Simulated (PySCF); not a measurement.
r2SCAN on Al⁻ (aluminium, charge -1), [Ne] 3s2 3p2, high-spin 3P determinant. Calculation: PySCF 2.14, in dyall-av3z; scalar relativity by spin-free X2C-1e.

```
cycle= 1 E= -242.80091810479  delta_E= -0.00689  |g|= 0.0142  |ddm|= 0.13
cycle= 2 E= -242.80096101704  delta_E= -4.29e-05  |g|= 0.0126  |ddm|= 0.105
cycle= 3 E= -242.801263710608  delta_E= -0.000303  |g|= 0.00497  |ddm|= 0.0592
cycle= 4 E= -242.801297431477  delta_E= -3.37e-05  |g|= 0.00117  |ddm|= 0.0149
cycle= 5 E= -242.801300676393  delta_E= -3.24e-06  |g|= 0.000246  |ddm|= 0.00673
cycle= 6 E= -242.801300851233  delta_E= -1.75e-07  |g|= 1.71e-05  |ddm|= 0.00115
cycle= 7 E= -242.801300851915  delta_E= -6.82e-10  |g|= 5.04e-06  |ddm|= 9.04e-05
converged SCF energy = -242.801300851915  <S^2> = 2.0096569  2S+1 = 3.0064311
```

Highest occupied orbital energy: 1.156 eV; ⟨L²⟩ = 2.03; populations by l: s 6.00, p 8.00, d 0.00, f 0.00.

Task: Can this result be used?

Result: With care. The calculation finished and met its thresholds. At r2SCAN the highest occupied level has a positive energy, so only the finite basis holds that electron; in a semilocal or global hybrid functional this comes from self-interaction and does not mean that the real anion is unbound.
